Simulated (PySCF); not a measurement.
# Working with the constants of TaC

PBE0 constants of TaC, ²Σ⁺ (doublet), unpaired electrons σ ↑ (PySCF, scalar-relativistic core potentials, basis sets Ta cc-pVDZ-PP with ECP60, C cc-pVDZ; masses 180.9480 and 12.0000 u):

```
ωe              : 957.9 cm⁻¹
ωexe            : 3.74 cm⁻¹
Be              : 0.5033 cm⁻¹
αe              : 0.00365 cm⁻¹
D (centrifugal) : 5.56e-07 cm⁻¹
```

Q: Give the vibrational terms G(v) and spacings up to v = 3.

A: G(v) = ωe(v+½) − ωexe(v+½)².

```tsv
v	G(v) (cm⁻¹)	G(v) − G(v−1)	Bv (cm⁻¹)
0	478		0.5015
1	1428	950	0.4978
2	2371	943	0.4942
3	3307	935	0.4905
```

De is left out where the level can put another filling of the metal’s s and d shells below the measured ground configuration, by anything from nothing to about 1 eV. Spin–orbit coupling is left out, which matters for elements this heavy, above all for dissociation energies. With d or f electrons several states lie close, and the lowest PBE0 determinant need not be the measured ground state.
